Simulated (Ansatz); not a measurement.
# Worked example: the enthalpy of CHBrCl2 + C2Cl3F3 → CHBrClF + C2Cl4F2

Species: CHBrCl2 (bromodichloromethane) `ClC(Cl)Br`, singlet; C2Cl3F3 `FC(F)(Cl)C(F)(Cl)Cl`, singlet; CHBrClF (bromochlorofluoromethane) `FC(Cl)Br`, singlet; C2Cl4F2 (1,1,1,2-tetrachloro-2,2-difluoroethane) `FC(F)(Cl)C(Cl)(Cl)Cl`, singlet. The partners trade Cl for F; both sit on C, so the bond types are kept.

Shapes, held fixed at every level: PBE0-D4/def2-TZVP. Flexible molecules stand in one conformer, not always the lowest. Programs: Ansatz 0.2.0. The zero-point and thermal terms to 298 K, harmonic and unscaled (PBE0-D4/def2-TZVP), stand in the table.

At r2SCAN-D4/def2-TZVPP; 1 Eh = 2625.50 kJ/mol:

| species | energy (Eh) | H(298 K) − E (kJ/mol) | tabulated ΔfH (kJ/mol) |
| --- | --- | --- | --- |
| CHBrCl2 | -3533.195591 | 65.7 | -51.5 |
| C2Cl3F3 | -1756.286598 | 86.1 | -716.8 |
| CHBrClF | -3172.861283 | 69.2 | -231.8 |
| C2Cl4F2 | -2116.617765 | 82.6 | -489.9 |

Question: Work out the reaction enthalpy at 298 K from the calculation and from the table of heats.

Answer: 
1. Electronic: (-3172.861283) + (-2116.617765) − [(-3533.195591) + (-1756.286598)] = 0.003141 Eh = +8.2 kJ/mol.
2. Zero-point and thermal: (69.2) + (82.6) − [(65.7) + (86.1)] = 0.0 kJ/mol.
3. Computed ΔH = +8.2 kJ/mol.
4. From the heats of formation (Active Thermochemical Tables, CRC Handbook of Chemistry and Physics): (-231.8) + (-489.9) − [(-51.5) + (-716.8)] = +46.6 kJ/mol.
5. Computed less tabulated: -38.4 kJ/mol. Tabulated heats carry uncertainties of their own. The tabulated value of C2Cl4F2 is in doubt (older tables, estimates, or at odds with other calculations) and kept here.

Relativity is left out for Br.
